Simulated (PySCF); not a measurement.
A structure optimised at PBE-D3(BJ)/def2-SVP, used in a PySCF frequency run:

```
Bi
Te 1 2.8969
H 2 1.6883 1 92.18
Te 1 2.8969 2 93.99 3 88.09
H 4 1.6883 1 92.18 2 -177.62
Te 1 2.8969 2 93.99 3 -177.62
H 6 1.6883 1 92.18 2 88.09
```
Charge 0, spin multiplicity 1.

Problem. Write its SMILES, formula and point group.

Solution. [TeH][Bi]([TeH])[TeH], BiH₃Te₃, C3

Problem. What are its rotational constants (standard atomic weights)?

Solution. 0.33952, 0.33952, 0.21737 GHz
